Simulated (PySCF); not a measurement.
## Ag (silver, neutral) across methods

[Kr] 4d10 5s1, 2S determinant. Calculation: PySCF 2.14, in aug-cc-pVTZ-PP with ECP28MDF; a scalar-relativistic core potential.

| method | E (hartree) | mean ε 4d α (eV) | mean ε 4d β (eV) | mean ε 5s α (eV) | Σ⟨r²⟩ (bohr²) | ⟨S²⟩ |
| --- | --- | --- | --- | --- | --- | --- |
| PBE0 | -146.9086 | -9.171 | -8.989 | -5.377 | 45.33 | 0.751 |
| PBE | -146.9278 | -7.389 | -7.176 | -4.807 | 45.55 | 0.751 |
| r2SCAN | -146.9596 | -7.582 | -7.357 | -5.053 | 45.04 | 0.753 |
| PW91 | -146.9956 | -7.453 | -7.238 | -4.880 | 45.49 | 0.751 |
| UHF | -146.05557 | -13.879 | -13.812 | -6.493 | 46.40 | 0.752 |
| BLYP | -146.8900 | -7.273 | -7.102 | -4.742 | 45.67 | 0.751 |
| LDA | -146.6526 | -7.608 | -7.414 | -5.074 | 45.38 | 0.751 |
| LC-wPBE | -146.9289 | -11.873 | -11.706 | -7.389 | 45.24 | 0.751 |

(1) Estimate the same row for r2SCANh.

Energies and moments cover only the electrons outside the core potential.

Answers

(1) E (hartree) = -146.9439; mean ε 4d α (eV) = -8.281; mean ε 4d β (eV) = -8.076; mean ε 5s α (eV) = -5.279; Σ⟨r²⟩ (bohr²) = 45.03; ⟨S²⟩ = 0.753.
